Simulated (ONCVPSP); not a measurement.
What one change does to a pseudopotential (gallium (Ga), ONCV)

gallium, optimised norm-conserving Vanderbilt (ONCV), made with ONCVPSP 4.0.1 (PBEsol, scalar-relativistic). Core [Ar] 3d10, reference 4s2 4p0.5 (charge +0.5). Waves: 4s: rc 1.80 bohr, ncon 4, nbas 9, qcut 3.5 1/bohr, 1 projector; 4p: rc 2.35 bohr, ncon 4, nbas 8, qcut 3.2 1/bohr, 2 projectors, debl 1.4 Ha. Local part: polynomial inside 1.15 bohr (lpopt 1, dvloc0 6 Ha). Core correction: Teter function, fcfact 4.5, rcfact 1.45.

All-electron outer shells of the reference configuration (PBEsol, scalar-relativistic, ld1.x):

| shell | level (eV) | outermost node (bohr) | outermost maximum (bohr) |
| --- | --- | --- | --- |
| 3p | -102.54 | 0.24 | 0.56 |
| 3d | -23.01 | – | 0.53 |
| 4s | -12.45 | 0.81 | 1.87 |
| 4p | -5.62 | 0.87 | 2.41 |

Change: p: qcut 4.7.

Cutoffs: the cutoffs (Ha) at which the residual kinetic energy of the hardest occupied pseudo-wave falls to 1 and 0.1 mHa per electron; they do not see the model core or the augmentation charge, which bear on the density cutoff. Errors are all-electron minus pseudo energies relative to the spin-unpolarised reference configuration.

Problem. Predict the effect on cutoff, ghosts and configuration errors.

Solution. The potential gets neither clearly harder nor softer (9.8 Ha and 61 Ha → 9.8 Ha and 61 Ha); the s channel sets the loose cutoff, while the largest relative change is in p, which becomes harder; of the 4 tests that both files solve, the error grows in 1 and shrinks in 0 by more than 15 % and 0.3 meV (median size 24.5 → 31.5 meV); neither file shows a bound ghost.

```csv
quantity,base,changed
"cutoff, loose",9.8 Ha,9.8 Ha
"cutoff, tight",61 Ha,61 Ha
loose cutoff by channel,"s 9.8 Ha, p 2.6 Ha","s 9.8 Ha, p 5.2 Ha"
bound ghosts,none,none
GHOST(+) flags under 300 eV,none,none
"error for 4s2 4p1, meV [ΔE -2.03 eV]",-2.5,-2.5
"error for 4s2 4p0, meV [ΔE 3.65 eV]",-10,-10
"error for 4s1 4p0, meV [ΔE 24.79 eV]",-237,-234
"error for 4s0 4p3, meV [ΔE 11.36 eV]",-39,-53
s: phases at 1.82 bohr within 0.05 rad from the reference energy up to (Ha; the scan ends near 5),0.8,0.8
p: phases at 2.39 bohr within 0.05 rad from the reference energy up to (Ha; the scan ends near 5),2.5,2.5
"rms error of d²Exc/dni dnj with the model core, mHa",1.91,1.87
```
